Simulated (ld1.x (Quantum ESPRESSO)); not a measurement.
Results of a calculation; reference values are marked as such.
**Hardness and transferability of assorted potentials**

Generated with ld1.x 7.5 (TM, RRKJ, ultrasoft, PAW), atompaw 4.2 or ONCVPSP 4.0.1. The cutoff is in Ry: for ld1.x and atompaw files where the sum of valence levels is converged to 10 mRy in a Bessel basis, for ONCV files where the hardest occupied wave has 1 mHa per electron of residual kinetic energy. The error is the largest all-electron minus pseudo excitation energy over each file’s own four to seven test configurations (ionisations up to +4, promotions, holes and added fractions of an electron), all of which were solved. The labels leave out finer settings (local radius, basis sizes, second energies), which also bear on the numbers. Spin-polarised tests are not counted. The rows are a selection from randomly drawn settings: files with unsolved tests, undetermined cutoffs or missed reference levels are left out.

| element | potential | cutoff (Ry) | largest error (meV) | bound ghosts |
| --- | --- | --- | --- | --- |
| Ne | PAW, PBE, non-relativistic, rc 0.60/0.80 (sp), local smoothed, core correction yes, reference 2s2 2p6 | 120 | -30 | none |
| Cl | TM, PBE, scalar-relativistic, rc 1.35/1.44 (sp), local s, core correction yes, reference 3s2 3p5 | 50 | +210 | none |
| Mn | TM, LDA (PZ), scalar-relativistic, rc 1.40/1.15/1.65 (spd), local p, core correction no, reference 3s2 3p6 3d5 4s0 4p0 | 90 | +1400 | none |
| Ni | ultrasoft, PBE, scalar-relativistic, rc 1.15/1.40/1.60 (spd), local smoothed, core correction no, reference 3s2 3p6 3d8 4s1.5 4p0 | 60 | +18 | none |
| Ni | ultrasoft, LDA (PZ), scalar-relativistic, rc 1.10/1.45/1.25/1.10 (spdf), local smoothed, core correction no, reference 3s2 3p6 3d7 4s0 4p0 | 80 | +57 | none |
| Ge | ultrasoft, PBE, scalar-relativistic, rc 1.70/1.85 (sp), local smoothed, core correction yes, reference 4s2 4p0 | 10 | -94 | none |
| Sb | TM, PBE, scalar-relativistic, rc 1.60/2.20 (sp), local s, core correction no, reference 5s2 5p3 | 35 | +195 | none |
| Ta | TM semilocal, LDA (PZ), scalar-relativistic, rc 2.25/4.20/1.55 (spd), local d, core correction no, reference 5d3 6s1 6p1 | 30 | +505 | none |

(1) Fill in the row for In: TM, BLYP, scalar-relativistic, rc 3.04/3.64/1.96 (spd), local smoothed, core correction yes, reference 4d10 5s2 5p1.

Results:

(1) cutoff 60 Ry, largest error -186 meV, bound ghosts: none.
